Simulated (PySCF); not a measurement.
B(I)(Me)2 (C2H6BI), SMILES CB(C)I. Atoms are numbered in the order given.

```xyz
10

B     -1.2025     0.2348     0.5137
I      0.7670    -0.1500    -0.3275
C     -1.5326    -0.3752     1.9127
H     -2.0012    -1.3610     1.7176
H     -2.2849     0.2202     2.4569
H     -0.6620    -0.5602     2.5569
C     -2.1961     1.1043    -0.3202
H     -3.2485     0.8745    -0.0836
H     -2.0399     1.0732    -1.4074
H     -2.0293     2.1541    -0.0046
```

Geometry: B3LYP-D3(BJ)/def2-SVP. The def2 effective core potentials stand for the cores of I; spin–orbit coupling is left out.

All values below come from B3LYP-D3(BJ)/def2-SVP (PySCF).

Frequencies are harmonic and unscaled.

```csv
mode,ν (cm⁻¹),IR (km/mol),Raman (Å⁴/amu),depolarisation,moving atoms (share of kinetic energy)
1,67,0.3,0.7,0.75,H 97 %
2,112,0.2,0.8,0.64,H 96 %
3,248,0.2,2.2,0.75,"C 52 %, H 28 %, B 15 %"
4,260,0.3,2.7,0.41,"C 51 %, H 32 %, I 16 %"
5,340,0.5,1.5,0.75,"B 52 %, H 45 %"
6,447,27.9,10.8,0.14,"C 34 %, B 32 %, H 27 %"
7,674,9.0,0.6,0.42,"H 80 %, C 17 %"
8,826,22.5,4.0,0.24,"H 45 %, C 41 %, B 14 %"
9,835,1.1,0.6,0.74,"H 76 %, C 22 %"
10,871,20.8,3.6,0.75,"H 47 %, B 31 %, C 21 %"
11,1045,234.9,7.9,0.55,"B 42 %, H 40 %, C 18 %"
12,1159,31.2,0.5,0.75,"B 53 %, H 40 %"
13,1310,29.2,10.3,0.44,"H 76 %, C 23 %"
14,1335,117.0,7.9,0.75,"H 55 %, C 31 %, B 13 %"
15,1412,0.2,17.7,0.75,H 96 %
16,1412,2.1,17.1,0.75,H 96 %
17,1439,0.2,13.0,0.75,H 93 %
18,1443,11.6,5.1,0.75,H 92 %
19,3003,1.2,23.1,0.69,H 96 %
20,3005,0.5,298.7,0.02,H 96 %
21,3077,14.0,156.1,0.48,"H 92 %, C 8 %"
22,3077,9.0,79.2,0.62,"H 92 %, C 8 %"
23,3138,4.3,55.7,0.75,"H 91 %, C 9 %"
24,3139,6.3,88.0,0.74,"H 91 %, C 9 %"
```
